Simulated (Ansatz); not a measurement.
Cost and result for the atomization energy of CH6AlGaOSi, SMILES `C[SiH2][Al]1[O][GaH]1` (11 atoms, 11 bonds).

Z-matrix (Å, degrees):
```
C
Si 1 1.879
H 1 1.092 2 111.0
H 1 1.092 2 110.9 3 120.1
H 1 1.092 2 110.4 3 -120.0
Al 2 2.460 1 112.2 3 -61.0
H 2 1.492 1 110.1 3 178.7
H 2 1.492 1 110.3 3 60.6
Ga 6 2.358 2 169.6 1 -14.6
O 6 1.705 2 138.0 1 167.1
H 9 1.571 6 164.0 2 -178.6
```

Total charge 0; spin multiplicity 1. Correlated methods include outer-core shells of Ga, which these sets cover unevenly. Scalar relativity is left out up to krypton. All single points use the PBE0-D4/def2-TZVP geometry. It is one conformer, not always the lowest. Program: Ansatz. All runs use 4 threads of an Intel Xeon Platinum 8488C on a shared host. Times are those of one run each, without the atoms' runs, and a repeat can differ threefold. Electronic energies, without spin–orbit coupling; frozen cores. CCSD(T)/CBS adds CCSD(T) − MP2 in def2-TZVPP to the MP2 limit, and its time is that of the two runs behind it. T1 = 0.017. With those shells the extrapolation isn't a true limit. B3LYP takes the VWN-RPA correlation (the form of Gaussian; ORCA's B3LYP/G).

CCSD(T)/CBS is a level of theory with its own doubt, some kJ/mol a heavy atom from the limit and from the frozen cores, so smaller differences don't rank the functionals.

| level | functions | wall time | atomization (kcal/mol) | difference from CCSD(T)/CBS | per bond |
| --- | --- | --- | --- | --- | --- |
| LDA (SPW92)/def2-TZVPP | 278 | 1.8 s | 949.6 | 109.5 | 10.0 |
| revPBE-D4/def2-TZVPP | 278 | 2.5 s | 824.1 | -16.0 | -1.5 |
| PBE-D4/def2-TZVPP (with forces) | 278 | 3 s | 844.0 | 3.9 | 0.4 |
| PBE0-D4/def2-TZVPP | 278 | 4.3 s | 830.9 | -9.2 | -0.8 |
| r2SCANh-D4/def2-TZVPP | 278 | 6 s | 837.7 | -2.4 | -0.2 |
| B3LYP-D4/def2-TZVPP (with forces) | 278 | 6.5 s | 830.4 | -9.7 | -0.9 |
| B2PLYP/def2-TZVPP | 278 | 8 s | 825.2 | -14.9 | -1.4 |
| CCSD(T)/def2-SVP | 126 | 8 s | 784.6 | -55.5 | -5.0 |
| ωB97X-V/def2-TZVPP | 278 | 9.5 s | 840.8 | 0.7 | 0.1 |
| ωB97M-V/def2-TZVPP (with forces) | 278 | 13 s | 834.7 | -5.4 | -0.5 |
| MP2/def2-QZVPP | 523 | 37 s | 842.4 | 2.3 | 0.2 |
| CCSD(T)/def2-TZVPP | 278 | 3 min | 819.3 | -20.8 | -1.9 |
| CCSD(T)/CBS(def2) | – | 3.6 min | 840.1 | 0.0 | 0.0 |

The D4 term adds +9.1 kcal/mol with B3LYP and +4.8 kcal/mol with PBE0; it sums over pairs of atoms, weighted by their polarisabilities, and B3LYP, whose exchange is more repulsive, gets the larger term. From r2SCAN to r2SCAN0 (25 % exact exchange), in def2-TZVPP and without D4, the atomization energy moves by −15.5 kcal/mol: exact exchange takes away binding that semilocal exchange gives to molecules. Leaving LDA and LC-ωPBE aside and taking each functional with its dispersion term where it has one, the values, not all of them listed here, spread over 34.6 kcal/mol, from BHLYP-D4 to B97M-V. LDA lies +111.2 kcal/mol from PBE without D4, its usual overbinding.
